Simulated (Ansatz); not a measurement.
Relaxation of Cl2H7NO2PTa (14 atoms, charge 0, multiplicity 1), to a largest force component of 0.03 eV/Å in at most 50 steps.

All numbers below come from RHF/def2-SVP in Ansatz 0.2.0.

```xyz
14
Properties=species:S:1:pos:R:3
Ta -0.695 -0.423 -0.119
O 2.312 0.730 -0.083
H 2.849 0.577 0.680
N -0.251 -1.033 1.714
H -0.069 -1.951 2.074
H -0.174 -0.349 2.447
Cl -0.451 0.069 -2.467
O -0.452 1.365 0.369
H 0.332 1.894 0.286
Cl -2.915 -1.111 -0.206
P 1.016 -2.189 -0.755
H 0.796 -3.186 0.218
H 0.398 -2.835 -1.840
H 2.495 -0.022 -0.671
```

Q: Where does it end, and by what steps?

A: The forces met the threshold. The force dipped under the threshold on the way, but the program's further checks kept it going. After 44 steps the energy has fallen by 0.262 eV; H14 moved furthest, 2.02 Å.

```tsv
step	energy less start (eV)	largest force component (eV/Å)	accepted
0	0.0000	1.021	yes
2	-0.0326	1.173	yes
4	-0.0494	0.400	yes
6	-0.0789	0.167	yes
8	-0.0916	0.337	yes
10	-0.1028	0.394	yes
12	-0.1152	0.317	yes
14	-0.1460	0.421	yes
16	-0.1587	0.392	yes
18	-0.1840	0.434	yes
20	-0.1992	0.567	yes
22	-0.2147	0.309	yes
24	-0.2299	0.255	yes
26	-0.2438	0.059	yes
28	-0.2499	0.337	no
30	-0.2557	0.159	yes
32	-0.2583	0.262	yes
34	-0.2588	0.115	no
36	-0.2608	0.050	yes
38	-0.2616	0.071	yes
40	-0.2621	0.024	yes
42	-0.2624	0.065	yes
44	-0.2624	0.028	yes
```

```xyz
14
Properties=species:S:1:pos:R:3
Ta -0.448 -0.753 0.141
O 2.427 2.062 -0.588
H 3.360 1.905 -0.628
N -0.972 -1.335 1.944
H -1.750 -1.917 2.199
H -0.432 -1.101 2.761
Cl 0.283 -0.122 -2.120
O 0.723 0.496 0.830
H 1.371 1.134 0.504
Cl -2.699 -0.667 -0.554
P 0.828 -2.940 -0.213
H -0.095 -3.837 0.364
H 0.514 -3.193 -1.562
H 2.079 1.802 -1.432
```

Whether the end is a true minimum wasn't checked by a vibrational analysis.

Run time: 2.4 min on 4 threads of Arm Neoverse V1, on a shared host, peak memory 0.53 GiB.
